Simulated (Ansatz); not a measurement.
Complex: H2S (SMILES S) (first 3 atoms) with HI (SMILES I); geometry from B3LYP-D3(BJ)/def2-TZVP, rigid monomers moved along the line of their centres of mass till S1···H5 is 2.85 Å.
(charge 0, multiplicity 1):
```
atom    x (Å)    y (Å)   z (Å)
----  -------  -------  ------
S     -0.0946   0.0723  0.1021
H      0.0562   1.4018  0.2197
H     -1.3905   0.1264  0.4512
I      0.8665  -0.2301  4.4673
H      0.5888  -0.2059  2.8578
```

Interaction energies are E(AB) − E(A) − E(B) at the monomers' geometry in the complex; basis-set methods are counterpoise corrected.

Cores are frozen in the correlated methods. Filled d and f shells under p-block atoms count as core.

The values were computed with Ansatz (a quantum-chemistry and plane-wave program) with Gaussian orbitals. Each number belongs to the level named beside it. In def2 rows elements past Kr take small-core potentials, without spin–orbit coupling.

Q: What interaction energy does wB97M-V/def2-TZVPPD give?

A: -2.1 kcal/mol
